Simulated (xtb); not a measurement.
xtb input (GFN2-xTB):

```bash
xtb mol.xyz --gfn 2 --ohess tight --chrg 1 --uhf 0
```
mol.xyz:
```
13

Si    -0.55503512    -0.93117141    -0.22022022
C     -2.09018281     0.03451415     0.24983280
F     -0.62273862    -1.36464079    -1.73124565
O      0.73959916    -0.11538963     0.03120550
Si     1.95445003     0.96162506     0.04476721
H     -0.32773493    -2.20506667     0.47940435
H     -2.26759596     0.87523623    -0.47896117
H     -2.98289776    -0.62173801     0.19399247
H     -2.07908758     0.42880196     1.22227206
H      1.50727706     2.23143295     0.65908096
H      3.01586944     0.40198932     0.76903269
H      2.35916611     1.16338384    -1.40513741
H      1.33322282    -0.85199709     0.14117813
```

Output:

```
           -------------------------------------------------
          |                Calculation Setup                |
           -------------------------------------------------

           -------------------------------------------------
          |                 G F N 2 - x T B                 |
           -------------------------------------------------

        Reference                      10.1021/acs.jctc.8b01176
      * Hamiltonian:
        H0-scaling (s, p, d)           1.850000    2.230000    2.230000
        zeta-weighting                 0.500000
      * Dispersion:
        s8                             2.700000
        a1                             0.520000
        a2                             5.000000
        s9                             5.000000
      * Repulsion:
        kExp                           1.500000    1.000000
        rExp                           1.000000
      * Coulomb:
        alpha                          2.000000
        third order                    shell-resolved
        anisotropic                    true
        a3                             3.000000
        a5                             4.000000
        cn-shift                       1.200000
        cn-exp                         4.000000
        max-rad                        5.000000

          ...................................................
          :                      SETUP                      :
          :.................................................:
          :  # basis functions                  40          :
          :  # atomic orbitals                  38          :
          :  # shells                           20          :
          :  # electrons                        32          :
          :  max. iterations                   250          :
          :  Hamiltonian                  GFN2-xTB          :
          :  restarted?                      false          :
          :  GBSA solvation                  false          :
          :  PC potential                    false          :
          :  electronic temp.          300.0000000     K    :
          :  accuracy                    1.0000000          :
          :  -> integral cutoff          0.2500000E+02      :
          :  -> integral neglect         0.1000000E-07      :
          :  -> SCF convergence          0.1000000E-05 Eh   :
          :  -> wf. convergence          0.1000000E-03 e    :
          :  Broyden damping             0.4000000          :
          :  net charge                          1          :
          :  unpaired electrons                  0          :
          ...................................................

 iter      E             dE          RMSdq      gap      omega  full diag
   1    -18.1368212 -0.181368E+02  0.860E+00    6.84       0.0  T
   2    -18.2929978 -0.156177E+00  0.680E+00    5.13       1.0  T
   3    -18.3040015 -0.110037E-01  0.458E+00    5.23       1.0  T
   4    -18.2939103  0.100912E-01  0.189E+00    5.41       1.0  T
   5    -18.3079322 -0.140219E-01  0.508E-01    5.46       1.0  T
   6    -18.3088357 -0.903465E-03  0.188E-01    5.45       1.0  T
[...]
   1 H    8 O           1     0.9681344     0.9681344     0.9681344
   1 H   14 Si          4     1.4507170     1.4551145     1.4410661
   6 C   14 Si          1     1.8724553     1.8724553     1.8724553
   8 O   14 Si          2     1.7868110     1.7923820     1.7812399
   9 F   14 Si          1     1.5947504     1.5947504     1.5947504

           -------------------------------------------------
          |               Frequency Printout                |
           -------------------------------------------------
 projected vibrational frequencies (cm⁻¹)
eigval :       -0.00    -0.00     0.00     0.00     0.00     0.00
eigval :       41.88    59.34    97.67   123.67   183.90   206.74
eigval :      228.86   389.63   413.89   507.31   567.37   590.62
eigval :      610.10   660.93   716.87   733.36   769.22   802.68
eigval :      817.68   828.30   897.25  1069.94  1365.58  1406.07
eigval :     1423.57  2356.28  2368.84  2380.94  2457.15  2982.22
eigval :     3030.77  3036.48  3382.76
 reduced masses (amu)
   1: 21.16   2: 22.12   3: 19.63   4: 19.10   5: 20.83   6: 13.85   7: 12.06   8:  4.49
   9:  2.06  10: 14.78  11: 16.54  12: 19.96  13: 18.10  14:  7.96  15: 14.14  16: 16.91
  17:  3.19  18:  4.41  19:  2.77  20:  3.15  21:  2.53  22:  2.39  23: 14.92  24:  2.67
  25:  5.23  26:  4.57  27: 20.27  28:  3.04  29:  3.14  30:  1.56  31:  1.58  32:  1.38
  33:  2.03  34:  2.20  35:  1.91  36:  1.75  37:  1.95  38:  1.52  39:  1.88
Molecule has no symmetry elements
It seems to be the C1 point group
 IR intensities (km·mol⁻¹)
   1:  5.78   2:  6.88   3:  6.97   4:  4.79   5:  4.79   6:  0.90   7:  2.44   8:  2.64
   9:  0.15  10:  3.98  11: 17.45  12:  3.69  13: 28.70  14:109.67  15:104.56  16:321.95
  17: 54.45  18:113.44  19:120.66  20: 19.74  21:177.13  22:174.27  23: 78.55  24:103.44
  25: 78.33  26: 89.67  27:235.21  28:233.52  29: 66.21  30: 10.85  31: 13.81  32: 56.86
  33:159.87  34:206.25  35:113.70  36:  7.87  37:  0.69  38:  8.03  39: 84.16
 Raman intensities (Ä⁴*amu⁻¹)
   1:  0.00   2:  0.00   3:  0.00   4:  0.00   5:  0.00   6:  0.00   7:  0.00   8:  0.00
   9:  0.00  10:  0.00  11:  0.00  12:  0.00  13:  0.00  14:  0.00  15:  0.00  16:  0.00
  17:  0.00  18:  0.00  19:  0.00  20:  0.00  21:  0.00  22:  0.00  23:  0.00  24:  0.00
  25:  0.00  26:  0.00  27:  0.00  28:  0.00  29:  0.00  30:  0.00  31:  0.00  32:  0.00
  33:  0.00  34:  0.00  35:  0.00  36:  0.00  37:  0.00  38:  0.00  39:  0.00
 output can be read by thermo (or use thermo option).
 writing <g98.out> molden fake output.
 recommended (thermochemical) frequency scaling factor: 1.0
           -------------------------------------------------
          |             Thermodynamic Functions             |
           -------------------------------------------------

c1  symmetry found (for desy threshold:  0.10E+00) used in thermo

          ...................................................
          :                      SETUP                      :
          :.................................................:
          :  # frequencies                          33      :
          :  # imaginary freq.                       0      :
          :  linear?                             false      :
          :  only rotor calc.                    false      :
          :  symmetry                               c1      :
          :  rotational number                       1      :
          :  scaling factor                  1.0000000      :
          :  rotor cutoff                   50.0000000 cm⁻¹ :
          :  imag. cutoff                  -20.0000000 cm⁻¹ :
          :.................................................:

    mode    ω/cm⁻¹     T·S(HO)/kcal·mol⁻¹    T·S(FR)/kcal·mol⁻¹   T·S(vib)
   ------------------------------------------------------------------------
       1     41.88    -1.54082 ( 32.99%)    -1.10856 ( 67.01%)    -1.25117
       2     59.34    -1.33538 ( 66.49%)    -1.00547 ( 33.51%)    -1.22483
       3     97.67    -1.04363 ( 93.57%)    -0.85801 (  6.43%)    -1.03170
       4    123.67    -0.90705 ( 97.40%)    -0.78813 (  2.60%)    -0.90396
       5    183.90    -0.68231 ( 99.46%)    -0.67063 (  0.54%)    -0.68225
       6    206.74    -0.61786 ( 99.66%)    -0.63596 (  0.34%)    -0.61792
       7    228.86    -0.56286 ( 99.77%)    -0.60585 (  0.23%)    -0.56296
   ------------------------------------------------------------------------

   temp. (K)  partition function   enthalpy   heat capacity  entropy
                                   cal/mol     cal/K/mol   cal/K/mol   J/K/mol
 298.15  VIB  0.116E+04             4288.378     25.757     27.006
         ROT  0.254E+06              888.752      2.981     27.714
         INT  0.294E+09             5177.131     28.738     54.720
         TR   0.114E+28             1481.254      4.968     40.017
         TOT                        6658.3845    33.7062    94.7373   396.3807

       T/K    H(0)-H(T)+PV         H(T)/Eh          T*S/Eh         G(T)/Eh
   ------------------------------------------------------------------------
    298.15    0.106108E-01    0.960600E-01    0.450127E-01    0.510473E-01
   ------------------------------------------------------------------------

         :::::::::::::::::::::::::::::::::::::::::::::::::::::
         ::                  THERMODYNAMIC                  ::
         :::::::::::::::::::::::::::::::::::::::::::::::::::::
         :: total free energy         -18.140389471317 Eh   ::
         ::.................................................::
         :: total energy              -18.191436768980 Eh   ::
Note: The following floating-point exceptions are signalling: IEEE_UNDERFLOW_FLAG IEEE_DENORMAL
normal termination of xtb
         :: zero point energy           0.085449213360 Eh   ::
         :: G(RRHO) w/o ZPVE           -0.034401915697 Eh   ::
         :: G(RRHO) contrib.            0.051047297663 Eh   ::
         :::::::::::::::::::::::::::::::::::::::::::::::::::::

optimized geometry written to: xtbopt.xyz

           -------------------------------------------------
          | TOTAL ENERGY              -18.191436768980 Eh   |
          | TOTAL ENTHALPY            -18.095376744488 Eh   |
          | TOTAL FREE ENERGY         -18.140389471317 Eh   |
          | GRADIENT NORM               0.000186563690 Eh/α |
          | HOMO-LUMO GAP               5.339462956909 eV   |
           -------------------------------------------------

------------------------------------------------------------------------
------------------------------------------------------------------------
 total:
 SCF:
 ANC optimizer:
 analytical hessian:
```

It need not be the lowest isomer of its formula.
